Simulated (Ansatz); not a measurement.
**Cost against result**

Saddle point of GeNH$_{5}$, singlet (GeNH₅ ([NH3][GeH2]) → GeNH₃ ([NH2][GeH]) + H₂; bonds formed: H2–H4; dative contacts that become bonds: Ge1–N3; bonds broken: Ge1–H4, H2–N3), PBE0-D4/def2-TZVP structure:

```tsv
atom	x (Å)	y (Å)	z (Å)
Ge1	0.0929	-0.9520	0.9108
H2	-0.8559	0.4335	0.1176
N3	0.1507	-0.0029	-0.8547
H4	-1.2599	0.3113	0.9722
H5	1.0154	0.1704	1.5626
H6	0.9379	0.5981	-1.0437
H7	-0.0810	-0.5583	-1.6646
```

Barriers are electronic and count from the start structure reached by relaxing down the imaginary mode.

Computed with Ansatz 0.2.0 (basis: as named in each row); correlated methods freeze the cores. Filled d shells of the heavier atoms are correlated. The def2 sets are not built for correlating such inner shells, so the correlated values are less sure here. B3LYP uses VWN-RPA correlation. Extrapolation: Hartree–Fock as exp(−7.88 √X), correlation as X^−2.97.

Times are rough, for one single point on 2 threads of a shared host (Arm Neoverse V1).

The estimate by CCSD(T) at an estimated basis limit (MP2 extrapolated from triple and quadruple zeta, plus CCSD(T) − MP2 in triple zeta) is 154.7 kJ/mol.

```json
{"method": "SPW92", "basis": "def2-TZVPP", "time (s)": "under 1", "barrier (kJ/mol)": "122.0", "method less estimate": "-32.7"}
{"method": "PBE-D4", "basis": "def2-TZVPP", "time (s)": "1", "barrier (kJ/mol)": "132.4", "method less estimate": "-22.3"}
{"method": "BLYP-D4", "basis": "def2-TZVPP", "time (s)": "1", "barrier (kJ/mol)": "137.8", "method less estimate": "-16.9"}
{"method": "PBE0-D4", "basis": "def2-TZVPP", "time (s)": "2", "barrier (kJ/mol)": "147.9", "method less estimate": "-6.7"}
{"method": "B3LYP-D4", "basis": "def2-TZVPP", "time (s)": "2", "barrier (kJ/mol)": "149.8", "method less estimate": "-4.9"}
{"method": "BHLYP-D4", "basis": "def2-TZVPP", "time (s)": "2", "barrier (kJ/mol)": "167.9", "method less estimate": "13.2"}
{"method": "CAM-B3LYP-D4", "basis": "def2-TZVPP", "time (s)": "2", "barrier (kJ/mol)": "155.0", "method less estimate": "0.3"}
{"method": "RPA on PBE", "basis": "def2-TZVPP", "time (s)": "3", "barrier (kJ/mol)": "155.9", "method less estimate": "1.2"}
{"method": "r2SCAN-D4", "basis": "def2-TZVPP", "time (s)": "3", "barrier (kJ/mol)": "144.7", "method less estimate": "-10.0"}
{"method": "B2PLYP", "basis": "def2-TZVPP", "time (s)": "3", "barrier (kJ/mol)": "153.7", "method less estimate": "-1.0"}
{"method": "PBE-QIDH", "basis": "def2-TZVPP", "time (s)": "3", "barrier (kJ/mol)": "157.6", "method less estimate": "2.9"}
{"method": "r2SCAN0-D4", "basis": "def2-TZVPP", "time (s)": "3", "barrier (kJ/mol)": "155.0", "method less estimate": "0.3"}
{"method": "wB97X-V", "basis": "def2-TZVPP", "time (s)": "6", "barrier (kJ/mol)": "157.6", "method less estimate": "3.0"}
{"method": "wB97M-V", "basis": "def2-TZVPP", "time (s)": "6", "barrier (kJ/mol)": "155.5", "method less estimate": "0.9"}
{"method": "B97M-V", "basis": "def2-TZVPP", "time (s)": "6", "barrier (kJ/mol)": "156.9", "method less estimate": "2.2"}
{"method": "MP2", "basis": "def2-QZVPP", "time (s)": "11", "barrier (kJ/mol)": "150.9", "method less estimate": "-3.8"}
{"method": "CCSD(T)", "basis": "def2-TZVPP", "time (s)": "21", "barrier (kJ/mol)": "159.7", "method less estimate": "5.0"}
```

All methods are single points on the PBE0-D4 structures.

No T1 diagnostic of these runs exceeds 0.015.

Labels in which every atom is bracketed show which atoms are joined, not bond orders.
